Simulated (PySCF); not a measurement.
**Electron correlation in Os (osmium, neutral)**

[Xe] 4f14 5d6 6s2, high-spin 5D determinant. Calculation: PySCF 2.14, in def2-QZVPPD with the def2 core potential (60 electrons); scalar relativity through the core potential. Frozen: 5s2 5p6; 8 electrons correlated.

```tsv
level	correlation energy (mhartree)
CCSD	-190.67
(T)	-9.19
CCSD(T)	-199.86
```

Diagnostics: T1 = 0.023, D1 = 0.0837, largest double amplitude 0.050.

Spin-orbit coupling, absent here, splits the open shell strongly.

Cost of the coupled-cluster step: roughly 20 core-seconds, for 8 correlated electrons.
